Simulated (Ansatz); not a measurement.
Two isomers of C2H8AlNSi: A = `C[C]1(N)[AlH][SiH2]1`, B = `C[N]1[AlH][CH]1[SiH3]`.

Calculated with Ansatz (gas phase, PBE0-D4/def2-TZVP geometries, no zero-point term in ΔE). CCSD(T)/CBS is the MP2 limit (def2-TZVPP, def2-QZVPP) plus CCSD(T) − MP2 in def2-TZVPP, frozen cores. DFT in def2-TZVPP. B3LYP here is the variant with VWN-RPA as its local correlation; programs differ in this. Each species was taken in one conformer, which may not be the lowest.

**Question.** Which is lower in electronic energy at CCSD(T)/CBS, and by how much? (Best estimate.)

**Answer.** Ansatz gave: B, by 14.0 kcal/mol.

**Question.** Give E(B) − E(A) in kcal/mol with B3LYP, CCSD(T)/def2-TZVPP, PBE0-D4, CCSD/def2-TZVPP, MP2/def2-TZVPP, HF/def2-TZVPP, B3LYP-D4. (An estimate is asked.)

**Answer.** The calculation gave: B3LYP -16.0, CCSD(T)/def2-TZVPP -14.5, PBE0-D4 -9.5, CCSD/def2-TZVPP -15.5, MP2/def2-TZVPP -15.8, HF/def2-TZVPP -21.1, B3LYP-D4 -15.6. None reverses the order clearly.

Largest T1 diagnostic: 0.015.

From PBE to PBE0 (25 % exact exchange), in def2-TZVPP and without D4, E(B) − E(A) moves by −0.9 kcal/mol. In def2-TZVPP, CCSD(T) changes the Hartree–Fock value by +6.6 kcal/mol (the triples alone add +1.0 kcal/mol) and MP2 by +5.3 kcal/mol.
